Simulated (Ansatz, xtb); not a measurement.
The molecule TeAs, multiplicity 2 (lowest of 2S+1 = 2, 4 at CCSD(T)/def2-TZVPP on PBE0 minima; our sources give no spin for the ground state, which may be another). No spin–orbit coupling. As is treated without relativity. The T1 diagnostic near the minimum is 0.049, so single-reference values are doubtful.

Seven points along R, fitted to fifth degree in 1/R; most abundant isotopes. In def2 and cc sets the state is the lowest found near the PBE0 minimum, followed along R.

Programs: Ansatz (an electronic-structure program) with Gaussian orbitals; xtb for the GFN methods.  In def2 rows elements past Kr take small-core potentials, without spin–orbit coupling. The GFN methods have no spin term and hold the electronic entropy of 300 K.

```csv
level,r_e (Å),ω_e (cm⁻¹),α_e (cm⁻¹),B_e (cm⁻¹),dipole (D)
GFN1-xTB,2.345,384,0.00021,0.0645,-
GFN2-xTB,2.352,358,0.00023,0.0642,-
SVWN5/def2-TZVPP,2.337,331,0.00017,0.0649,0.12
PBE/def2-TZVPP,2.368,319,0.00017,0.0633,0.04
```
